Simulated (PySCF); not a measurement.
H$_{3}$Ga, triplet, at the geometry of the source list (a higher spin typed on purpose: for a closed-shell molecule this is an excited state); TPSS/def2-SVP run with PySCF.

Input for PySCF:
```python
from pyscf import gto, scf, dft

mol = gto.M(
    atom='''
Ga    0.00000000    0.00000000   -0.00000000
H     0.67000000   -0.43680000    1.34750000
H    -0.31380000    1.51220000   -0.26500000
H    -0.35630000   -1.07550000   -1.08250000
''',
    basis='def2-svp',
    spin=2,
    verbose=5,
)

mf = dft.UKS(mol)
mf.xc = 'tpss'
mf.kernel()
mf.analyze()
```

It wrote (shortened):

```
PySCF version 2.14.0

[INPUT] verbose = 5
[INPUT] max_memory = 4000
[INPUT] num. atoms = 4
[INPUT] num. electrons = 34
[INPUT] charge = 0
[INPUT] spin (= nelec alpha-beta = 2S) = 2
[INPUT] symmetry False subgroup None
[INPUT] Mole.unit = angstrom
[INPUT] Symbol           X                Y                Z      unit          X                Y                Z       unit  Magmom
[...]
[INPUT] ---------------- BASIS SET ----------------
[INPUT] l, kappa, [nprim/nctr], expnt,             c_1 c_2 ...
[INPUT] Ga
[...]
                                13189.496402      0.010938894097
                                3000.9482141      0.054308200127
                                847.38425966      0.18951055983
                                276.00980642      0.38615185918
                                95.216672071      0.30051082719
[...]
                                21.827051433      0.64831322918
                                9.0026963761      0.44358383594
[...]
                                2.6707724878      0.72946861516
                                1.125283417       0.46214976951
[...]
                                275.38062789      0.068456273343
                                87.37507307       0.26922293888
                                31.59725467       0.53507897882
                                11.824122798      0.3527906276
[...]
                                2.519985324       0.56871947608
                                1.0169726306      0.27717694939
[...]
                                18.504656747      0.15099463976
                                6.3179620632      0.37485328545
                                2.1641389426      0.47510606851
[...]
[INPUT] H
[...]
                                1.9622572         0.13796524
                                0.44453796        0.47831935
[...]
nuclear repulsion = 31.9913447813127
number of shells = 21
number of NR pGTOs = 95
number of NR cGTOs = 47
basis = def2-svp
ecp = {}

******** <class 'pyscf.dft.uks.UKS'> ********
method = UKS
initial guess = minao
damping factor = 0
level_shift factor = 0
DIIS = <class 'pyscf.scf.diis.CDIIS'>
diis_start_cycle = 1
diis_space = 8
diis_damp = 0
SCF conv_tol = 1e-09
SCF conv_tol_grad = None
SCF max_cycles = 50
direct_scf = True
direct_scf_tol = 1e-13
number electrons alpha = 18  beta = 16
XC library pyscf.dft.libxc version 7.1.2
    S. Lehtola, C. Steigemann, M. J. T. Oliveira, and M. A. L. Marques,  SoftwareX 7, 1–5 (2018)
XC functionals = tpss
    J. Tao, J. P. Perdew, V. N. Staroverov, and G. E. Scuseria,  Phys. Rev. Lett. 91, 146401 (2003)
    J. P. Perdew, J. Tao, V. N. Staroverov, and G. E. Scuseria,  J. Chem. Phys. 120, 6898 (2004)
    J. Tao, J. P. Perdew, V. N. Staroverov, and G. E. Scuseria,  Phys. Rev. Lett. 91, 146401 (2003)
    J. P. Perdew, J. Tao, V. N. Staroverov, and G. E. Scuseria,  J. Chem. Phys. 120, 6898 (2004)
radial grids:
    Treutler-Ahlrichs [JCP 102, 346 (1995); DOI:10.1063/1.469408] (M4) radial grids

becke partition: Becke, JCP 88, 2547 (1988); DOI:10.1063/1.454033
pruning grids: <function nwchem_prune>
grids dens level: 3
symmetrized grids: False
atomic radii adjust function: <function treutler_atomic_radii_adjust>
small_rho_cutoff = 0
Set gradient conv threshold to 3.16228e-05
atom Ga rad-grids = 90, ang-grids = [ 50  50  50  50  50  50  50  50  50  50  50  50  50  50  50  50  50  50
  50  50  50  50  50  50  50  50  50  50  86  86  86  86  86  86  86  86
  86  86  86  86  86  86  86 350 350 350 350 350 350 350 350 350 350 350
 434 434 434 434 434 434 434 434 434 434 434 434 434 434 434 434 434 434
 434 434 434 350 350 350 350 350 350 350 350 350 350 350 350 350 350 350]
atom H rad-grids = 50, ang-grids = [ 50  50  50  50  50  50  50  50  50  50  50  50  50  50  50  86  86  86
  86 266 266 266 266 266 302 302 302 302 302 302 302 302 302 302 302 302
 302 266 266 266 266 266 266 266 266 266 266 266 266 266]
tot_boxes 1859, boxes in each direction [ 9 11 11]
Padding 0 grids
[...]
SCF not converged.
Total Energy =                       -1926.185615845861548
[...]
0 Ga 2pz        -0.00007  -0.00061
0 Ga 3px        -0.00010  -0.00027
0 Ga 3py         0.00057  -0.00011
0 Ga 3pz        -0.00005  -0.00063
0 Ga 4px        -0.00414  -0.01022
0 Ga 4py         0.02428  -0.00406
0 Ga 4pz        -0.00228  -0.02355
0 Ga 5px         0.02577   0.06108
0 Ga 5py        -0.15033   0.02416
0 Ga 5pz         0.01446   0.14073
0 Ga 3dxy       -0.00068   0.00069
0 Ga 3dyz       -0.00102   0.00186
0 Ga 3dz^2      -0.00152  -0.00074
0 Ga 3dxz       -0.00074  -0.00063
0 Ga 3dx2-y2    -0.00096  -0.00080
0 Ga 4dxy       -0.18972   0.18251
0 Ga 4dyz       -0.27472   0.49092
0 Ga 4dz^2      -0.40372  -0.19681
0 Ga 4dxz       -0.18195  -0.16691
0 Ga 4dx2-y2    -0.28198  -0.21150
0 Ga 5dxy        0.12731  -0.12140
0 Ga 5dyz        0.18447  -0.32652
0 Ga 5dz^2       0.27139   0.13102
0 Ga 5dxz        0.12262   0.11113
0 Ga 5dx2-y2     0.18911   0.14069
1 H 1s           0.00827   0.01732
1 H 2s          -0.00110  -0.00209
1 H 2px         -0.09790  -0.20463
1 H 2py          0.07329   0.12898
1 H 2pz         -0.19425  -0.41281
2 H 1s          -0.01858  -0.00155
2 H 2s           0.00322   0.00025
2 H 2px         -0.10333  -0.01292
2 H 2py          0.50007   0.03816
2 H 2pz         -0.08666  -0.01765
3 H 1s           0.01104  -0.01579
3 H 2s          -0.00147   0.00197
3 H 2px          0.06601  -0.10079
3 H 2py          0.21513  -0.29250
3 H 2pz          0.20498  -0.30293

To work with the spin densities directly, `use mulliken_meta_spin()` only printing them here.

 ** Mulliken spin pop alpha/beta on meta-lowdin orthogonal AOs **
 ** Mulliken Spin Density (per AO)  **
spin_pop of  0 Ga 1s       -0.00000
spin_pop of  0 Ga 2s       -0.00000
spin_pop of  0 Ga 3s       -0.00008
spin_pop of  0 Ga 4s       -0.02325
spin_pop of  0 Ga 5s        0.00057
spin_pop of  0 Ga 2px       0.00000
spin_pop of  0 Ga 2py       0.00000
spin_pop of  0 Ga 2pz       0.00000
spin_pop of  0 Ga 3px       0.00003
spin_pop of  0 Ga 3py       0.00001
spin_pop of  0 Ga 3pz       0.00003
spin_pop of  0 Ga 4px       0.87286
spin_pop of  0 Ga 4py       0.05745
spin_pop of  0 Ga 4pz       0.36761
spin_pop of  0 Ga 5px       0.00330
spin_pop of  0 Ga 5py       0.00356
spin_pop of  0 Ga 5pz       0.00541
spin_pop of  0 Ga 3dxy     -0.00046
spin_pop of  0 Ga 3dyz      0.00000
spin_pop of  0 Ga 3dz^2     0.00126
spin_pop of  0 Ga 3dxz     -0.00010
spin_pop of  0 Ga 3dx2-y2    0.00046
spin_pop of  0 Ga 4dxy      0.00023
spin_pop of  0 Ga 4dyz      0.00023
spin_pop of  0 Ga 4dz^2     0.00034
spin_pop of  0 Ga 4dxz     -0.00006
spin_pop of  0 Ga 4dx2-y2    0.00005
spin_pop of  0 Ga 5dxy      0.00018
spin_pop of  0 Ga 5dyz      0.00009
spin_pop of  0 Ga 5dz^2     0.00010
spin_pop of  0 Ga 5dxz     -0.00003
spin_pop of  0 Ga 5dx2-y2   -0.00002
spin_pop of  1 H 1s        0.40531
spin_pop of  1 H 2s        0.00098
spin_pop of  1 H 2px       0.00038
spin_pop of  1 H 2py       0.00005
spin_pop of  1 H 2pz       0.00074
spin_pop of  2 H 1s        0.25281
spin_pop of  2 H 2s        0.00126
spin_pop of  2 H 2px       0.00039
spin_pop of  2 H 2py       0.00068
spin_pop of  2 H 2pz       0.00010
spin_pop of  3 H 1s        0.04617
spin_pop of  3 H 2s        0.00083
spin_pop of  3 H 2px       0.00024
spin_pop of  3 H 2py       0.00008
spin_pop of  3 H 2pz       0.00022
 ** Mulliken Spin Density (per atom)  **
spin density of  0 Ga =      1.28975
spin density of  1 H =      0.40745
spin density of  2 H =      0.25525
spin density of  3 H =      0.04755
 ** Mulliken pop alpha/beta on meta-lowdin orthogonal AOs **
 ** Mulliken pop       alpha | beta **
In total            18.00000 | 16.00000
 ** Mulliken atomic charges   ( Nelec_alpha | Nelec_beta ) **
charge of  0Ga =     -0.17926  (    16.23451     14.94475 )
charge of  1H =      0.26208  (     0.57268      0.16523 )
charge of  2H =      0.01792  (     0.61866      0.36342 )
charge of  3H =     -0.10074  (     0.57415      0.52660 )
Dipole moment(X, Y, Z, Debye):  1.16744,  0.12302,  2.59030
```

Convergence was not reached.
